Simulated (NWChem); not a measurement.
# C2H3ClFNSi; SMILES N#C[C@H](F)[SiH2]Cl

```xyz
9

N      2.0948    -1.7905    -0.2550
C      1.0238    -1.4585     0.0860
C     -0.3164    -1.0179     0.4625
F     -1.2825    -1.9552     0.0805
Si    -0.8198     0.6311    -0.4120
Cl     0.5081     2.1091     0.1742
H     -0.3556    -0.8866     1.5682
H     -2.2029     0.9636     0.0524
H     -0.7570     0.4186    -1.8904
```
Atoms are numbered in this order, from 1.

Level: PBE-D3(BJ)/def2-SVP (NWChem), optimised geometry, unscaled harmonic frequencies. 

| frequency (cm⁻¹) | IR intensity (km/mol) |
|---|---|
| 57 | 2.0 |
| 89 | 1.4 |
| 163 | 12.6 |
| 221 | 5.5 |
| 251 | 1.0 |
| 430 | 3.3 |
| 526 | 23.8 |
| 552 | 41.7 |
| 575 | 14.3 |
| 647 | 6.1 |
| 741 | 5.6 |
| 824 | 206.0 |
| 907 | 77.8 |
| 963 | 15.8 |
| 1031 | 67.8 |
| 1132 | 8.4 |
| 1262 | 3.0 |
| 2203 | 62.7 |
| 2224 | 70.4 |
| 2283 | 2.8 |
| 2977 | 2.7 |

- zero-point energy: 28.7 kcal/mol
- thermal correction to the enthalpy at 298.15 K (with zero-point energy): 33.9 kcal/mol
- heat capacity Cv: 24.1 cal/(mol K)
- entropy at 298.15 K and 1 atm (symmetry number 1): 87.0 cal/(mol K)
- dipole moment: 3.07 D

Rigid rotor and harmonic oscillator; modes under 100 cm⁻¹ make the entropy uncertain.
